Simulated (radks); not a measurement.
Problem. Tm, 69 electrons, occupied as [Xe] 4f13 6s2. Calculated with a radial shooting solver on a logarithmic mesh with Libxc functionals: Dirac Kohn-Sham, BLYP, spin-unpolarised, spherical densities, finite nucleus; open shells are shared between the two j in proportion to 2j + 1; Fermi nuclear charge, rms radius 5.2256 fm. Some entries of the table are withheld. Estimate them.

orbital,occ.,eigenvalue (eV),<1/r> (bohr^-1)
1s1/2,2,-59209.30,79.07
2s1/2,2,(1),19.05
2p1/2,2,-9518.107,19.03
2p3/2,4,-8537.610,16.42
3s1/2,2,(2),6.978
3p1/2,2,(3),6.896
3p3/2,4,(4),6.227
3d3/2,4,-1480.013,6.115
3d5/2,6,-1434.764,5.952
4s1/2,2,-441.5742,2.920
4p1/2,2,-358.9456,2.811
4p3/2,4,-312.1741,2.579
4d3/2,4,-176.1147,2.357
4d5/2,6,-167.6067,2.299
5s1/2,2,-53.0438,1.085
5p1/2,2,(5),0.9473
5p3/2,4,(6),0.8629
6s1/2,2,-3.7663,0.3188
4f5/2,5.57143,(7),1.704
4f7/2,7.42857,(8),1.669

Solution. 
(1) 2s1/2 eigenvalue (eV): -9984.040
(2) 3s1/2 eigenvalue (eV): -2243.447
(3) 3p1/2 eigenvalue (eV): -2038.065
(4) 3p3/2 eigenvalue (eV): -1831.049
(5) 5p1/2 eigenvalue (eV): -30.7737
(6) 5p3/2 eigenvalue (eV): -25.0627
(7) 4f5/2 eigenvalue (eV): -3.5513
(8) 4f7/2 eigenvalue (eV): -2.3556
